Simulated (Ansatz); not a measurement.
C$_{2}$H$_{6}$FGeN, SMILES `C[N](C)[Ge][F]`, one more setting.

```yaml
crystal:
  periodic: [false, false, false]
  atoms:
    - {symbol: C, position_ang: [-0.930645, 0.657870, -0.224342]}
    - {symbol: N, position_ang: [0.338068, 0.056680, 0.103781]}
    - {symbol: C, position_ang: [0.352355, -1.381550, 0.004556]}
    - {symbol: Ge, position_ang: [1.856363, 0.926195, 0.609712]}
    - {symbol: F, position_ang: [1.189081, 2.566902, 0.531464]}
    - {symbol: H, position_ang: [-1.224300, 0.414897, -1.253759]}
    - {symbol: H, position_ang: [-0.867980, 1.740558, -0.124945]}
    - {symbol: H, position_ang: [-1.722093, 0.287975, 0.440263]}
    - {symbol: H, position_ang: [0.115389, -1.715329, -1.013778]}
    - {symbol: H, position_ang: [1.340150, -1.774033, 0.265400]}
    - {symbol: H, position_ang: [-0.380890, -1.837066, 0.682349]}
basis:
  gaussian: {orbitals: def2-TZVPD, final_grid: {core_spheres: 5, valence_spheres: 4, degree: 11}, nuclear_model: gaussian}
hamiltonian: {xc: {name: B3LYP}, dispersion: d4}
output: {forces: true}
```

```sh
$ ansatz run in.yaml --threads 4 --pin off --events-out ev --progress --plain --max-ram 10444MiB
```

It prints (some lines left out):

```
Functional definition: B3LYP
1444 factors; their error is unknown
mean field evaluation 1: about -62888.4541 eV, gradient 8.1e1 eV
mean field evaluation 2: about -62834.5882 eV, gradient 1.6e2 eV
mean field evaluation 4: about -62901.6852 eV, gradient 1.5e1 eV
mean field evaluation 8: about -62902.0567 eV, gradient 3.1e-1 eV
mean field evaluation 16: about -62902.1992 eV, gradient 3.6e-2 eV
mean field -62902.19923246 eV, -2311.6131851510 hartree, gradient 8.1e-5 eV, S^2 0.000000; 0 other end points of the search recorded, 0 dependent functions left out
reference -62902.19949871 eV, -2311.6131949356 hartree; 33, 33 occupied and 226, 226 virtual orbitals, 1444 factors
Total energy: -62902.58730535 eV, -2311.6274465666 hartree
Atom 0 at    -0.930645     0.657870    -0.224342 Å, force    -0.121946     0.341407    -0.012105 eV/Å
Atom 1 at     0.338068     0.056680     0.103781 Å, force    -0.057517    -0.157922    -0.028265 eV/Å
Atom 2 at     0.352355    -1.381550     0.004556 Å, force     0.025460    -0.622494    -0.037058 eV/Å
Atom 3 at     1.856363     0.926195     0.609712 Å, force     0.345190    -0.255839     0.082721 eV/Å
Atom 4 at     1.189081     2.566902     0.531464 Å, force    -0.103776     0.545540     0.009076 eV/Å
Atom 5 at    -1.224300     0.414897    -1.253759 Å, force    -0.001272    -0.021353    -0.024287 eV/Å
Atom 6 at    -0.867980     1.740558    -0.124945 Å, force    -0.040486    -0.110947    -0.021106 eV/Å
Atom 7 at    -1.722093     0.287975     0.440263 Å, force    -0.015517    -0.023678     0.018519 eV/Å
Atom 8 at     0.115389    -1.715329    -1.013778 Å, force    -0.005028     0.078330     0.071203 eV/Å
Atom 9 at     1.340150    -1.774033     0.265400 Å, force    -0.056251     0.140206    -0.006789 eV/Å
Atom 10 at    -0.380890    -1.837066     0.682349 Å, force     0.031142     0.086748    -0.051909 eV/Å
Dipole moment:    -0.133478    -0.540911    -0.077755 e Å
```

Run time 3 s (4 threads of an Intel Xeon 6975P-C on a shared host); peak host memory 0.83 GiB.
